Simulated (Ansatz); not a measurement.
Cost and result up the ladder for GeH2MeI (CH₅GeI) (8 atoms). Charge 0, multiplicity 1. Geometry: PBE0-D4/def2-SVP.

Cartesian coordinates in Å:
```
Ge -0.528 0.687 0.136
H -1.492 0.581 1.330
H -1.261 1.236 -1.100
C 0.387 -0.988 -0.230
H -0.349 -1.765 -0.487
H 0.953 -1.308 0.656
H 1.083 -0.860 -1.071
I 1.208 2.417 0.766
```

Ansatz on 4 threads of Arm Neoverse V2 on a shared host. Times are rough, and most runs start from the orbitals of an earlier one. CAM-B3LYP-D4/def2-TZVP serves as the yardstick here, not as an exact answer. Differences are given only for rows in sets of like size (and for xTB, whose basis is part of the method), since another set adds its own error. Binding counts from free atoms at the same level (Ge triplet, H doublet, C triplet, I doublet; other spins of the atoms weren't run), without zero-point energy or a counterpoise term.

In the def2 sets I takes a core potential; there is no spin–orbit coupling. LC-ωPBE has ω = 0.4 bohr⁻¹. B3LYP takes the VWN-RPA correlation. Correlated methods freeze 14 core orbitals; core or outer-core shells of Ge, I are correlated, in sets that lack core-valence functions.

Correlated methods converge slowly with the basis.

| level | functions | wall time |
| --- | --- | --- |
| PBE-D4/def2-SVP | 97 | 0.75 s |
| PBE0-D4/def2-SVP | 97 | 1.2 s |
| BLYP-D4/def2-TZVP | 159 | 1.4 s |
| PBE-D4/def2-TZVP (with forces) | 159 | 1.5 s |
| HF/def2-TZVP | 159 | 1.5 s |
| LC-ωPBE/def2-TZVP | 159 | 1.6 s |
| MP2/def2-TZVP | 159 | 1.7 s |
| PBE0-D4/def2-TZVP | 159 | 1.8 s |
| B3LYP-D4/def2-TZVP | 159 | 1.8 s |
| BHLYP-D4/def2-TZVP | 159 | 1.9 s |
| CAM-B3LYP-D4/def2-TZVP | 159 | 1.9 s |
| r2SCAN-D4/def2-TZVP | 159 | 2.6 s |
| CCSD(T)/def2-TZVPP | 199 | 1.7 min |

**Question.** Estimate what each level gives for the binding energy per atom (eV).

**Answer.** 
| level | binding energy per atom (eV) | difference from CAM-B3LYP-D4/def2-TZVP (eV) |
| --- | --- | --- |
| PBE-D4/def2-SVP | 3.18 | – |
| PBE0-D4/def2-SVP | 3.17 | – |
| BLYP-D4/def2-TZVP | 3.12 | -0.04 |
| PBE-D4/def2-TZVP (with forces) | 3.18 | 0.02 |
| HF/def2-TZVP | 2.37 | -0.79 |
| LC-ωPBE/def2-TZVP | 3.13 | -0.03 |
| MP2/def2-TZVP | 3.08 | -0.08 |
| PBE0-D4/def2-TZVP | 3.16 | 0.00 |
| B3LYP-D4/def2-TZVP | 3.15 | -0.01 |
| BHLYP-D4/def2-TZVP | 3.11 | -0.05 |
| CAM-B3LYP-D4/def2-TZVP | 3.16 | 0.00 |
| r2SCAN-D4/def2-TZVP | 3.18 | 0.02 |
| CCSD(T)/def2-TZVPP | 3.13 | -0.03 |
